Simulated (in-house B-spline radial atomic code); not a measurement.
Ionising Ba XLVII (Ba46+) with different functionals

Computed with an all-electron radial atomic-structure program (B-spline basis): scalar-relativistic (spin-free X2C) Hamiltonian, Fermi nucleus of rms radius 4.8378 fm, spin-polarised at highest spin, spherical fractional occupations for the functionals. The ionisation energy is the difference of two self-consistent energies, [He] 2s2 2p6 → [He] 2s2 2p5, without Breit or QED terms; ε is the level of the shell that loses the electron (its least bound occupied spin orbital). There is no spin-orbit coupling in this Hamiltonian.

Hybrids are left out here: with spherical fractional occupations of an open shell their exact exchange keeps a self-interaction that integer-occupation calculations don't have.

| method | rung | ΔSCF (eV) | -ε(2p) (eV) |
| --- | --- | --- | --- |
| LDA PW92 | LDA | 8455.4 | 8336.4 |
| OLYP | GGA | ? | ? |
| PBEsol | GGA | ? | ? |
| SCAN | meta-GGA | 8472.3 | 8356.0 |

(1) What does OLYP give?

(2) What does PBEsol give?

(3) How do they compare with the NIST value?

## Answers

(1) ΔSCF 8465.2 eV, and -ε(2p) = 8347.0 eV.

(2) ΔSCF 8457.0 eV, and -ε(2p) = 8338.1 eV.

(3) NIST lists 8326 eV ± 4 (tabulated theory, ground level to ground level). Errors run from +129.4 to +146.3 eV. The correlated functionals all miss on the same side by more than they spread, so the cause is common to them (spin-orbit coupling, Breit-QED terms, multiplet and fine-structure energies, or a listed next ion that isn't the cheapest removal here) and closeness doesn't rank the functionals.
